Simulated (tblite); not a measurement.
Species: C5H7FO.
SMILES with atom numbers: `[CH3:1][O:2][C@@:3]12[CH2:4][C@@H:5]1[C@@H:6]2[F:7]` (hydrogens: H8, H9, H10 on C1; H11, H12 on C4; H13 on C5; H14 on C6)

Computed with GFN2-xTB (tblite), gas phase: Langevin dynamics at 300 K from the optimised GFN2-xTB geometry, time step 0.5 fs, friction 0.01 fs⁻¹, 2000 steps.

Start geometry:
```
atom  x, y, z in Å
C1      1.923    0.985   -0.091
O2      1.299   -0.283   -0.240
C3     -0.039   -0.259    0.023
C4     -1.224    0.038   -0.851
C5     -1.145   -1.254   -0.083
C6     -0.812   -0.646    1.238
F7     -1.683    0.252    1.810
H8      1.842    1.345    0.939
H9      1.477    1.722   -0.765
H10     2.969    0.835   -0.348
H11    -1.068   -0.018   -1.920
H12    -1.936    0.794   -0.543
H13    -1.251   -2.271   -0.389
H14    -0.353   -1.240    2.019
```

The statistics below take the 31 frames saved every 25 fs from 250 to 1000 fs; their kinetic temperature (all 3N coordinates) averages 248 K.

Task: How do the bond lengths spread?

Result: 
```csv
bond,start (Å),mean (Å),standard deviation (Å),shortest (Å),longest (Å)
C1–O2,1.422,1.421,0.032,1.351,1.496
O2–C3,1.364,1.366,0.019,1.323,1.420
C3–C4,1.502,1.498,0.024,1.456,1.559
C4–C5,1.506,1.504,0.033,1.451,1.604
C5–C6,1.491,1.499,0.024,1.451,1.551
C6–F7,1.375,1.375,0.027,1.317,1.435
C3–C5,1.491,1.497,0.033,1.430,1.551
C3–C6,1.491,1.501,0.022,1.462,1.538
C1–H8,1.094,1.100,0.021,1.055,1.146
C1–H9,1.094,1.098,0.037,1.036,1.176
C1–H10,1.088,1.087,0.025,1.039,1.140
C4–H11,1.082,1.085,0.024,1.041,1.129
C4–H12,1.083,1.086,0.023,1.041,1.137
C5–H13,1.068,1.067,0.023,1.015,1.113
C6–H14,1.084,1.090,0.035,1.019,1.158
```

Task: Give the same statistics for bond angles, one of each kind among heavy atoms.

Result: 
| angle | start (°) | mean (°) | standard deviation (°) | smallest (°) | largest (°) |
| --- | --- | --- | --- | --- | --- |
| C1–O2–C3 | 113.2 | 113.7 | 3.2 | 109.0 | 121.5 |
| O2–C3–C4 | 131.7 | 131.9 | 4.0 | 124.0 | 141.2 |
| O2–C3–C5 | 134.6 | 134.5 | 4.7 | 125.1 | 145.3 |
| O2–C3–C6 | 131.4 | 130.7 | 4.3 | 120.1 | 138.3 |
| C4–C3–C5 | 60.4 | 60.3 | 1.6 | 57.8 | 64.8 |
| C4–C3–C6 | 96.7 | 96.7 | 1.9 | 92.1 | 99.8 |
| C5–C3–C6 | 60.0 | 60.0 | 1.5 | 56.9 | 63.2 |
| C3–C4–C5 | 59.4 | 59.8 | 1.4 | 57.2 | 62.6 |
| C4–C5–C6 | 96.5 | 96.6 | 2.3 | 90.9 | 101.0 |
| C3–C5–C4 | 60.2 | 59.9 | 1.6 | 55.8 | 64.1 |
| C3–C5–C6 | 60.0 | 60.1 | 1.0 | 57.8 | 62.5 |
| C5–C6–F7 | 119.6 | 119.7 | 4.2 | 110.6 | 127.4 |
| C3–C6–C5 | 60.0 | 59.9 | 1.6 | 56.6 | 62.2 |
| C3–C6–F7 | 119.9 | 120.1 | 4.0 | 113.7 | 127.8 |

Task: Follow the torsion C1–O2–C3–C4 through every second one of these frames.

Result: 
| t (fs) | C1–O2–C3–C4 (°) |
| --- | --- |
| 250 | 94 |
| 300 | 86 |
| 350 | 106 |
| 400 | 118 |
| 450 | 100 |
| 500 | 81 |
| 550 | 81 |
| 600 | 72 |
| 650 | 56 |
| 700 | 64 |
| 750 | 51 |
| 800 | 61 |
| 850 | 105 |
| 900 | 117 |
| 950 | 109 |
| 1000 | 124 |

Largest departure from the start value over all these frames: C1–O2–C3–C4 39° (start 87°).

Task: How widely does the potential energy scatter, against a harmonic estimate?

Result: Mean 0.40 eV above the start, standard deviation 0.078 eV, range 0.27 to 0.54 eV. For 36 classical harmonic modes at 300 K the canonical values are 36kT/2 = 0.47 eV and kT·√(36/2) = 0.110 eV.

The run is classical and short, so these are rough statistics of one trajectory.

What follows is the cost of the whole dynamics run. On one thread of an Arm Neoverse V2, shared host, this took 7.3 s.
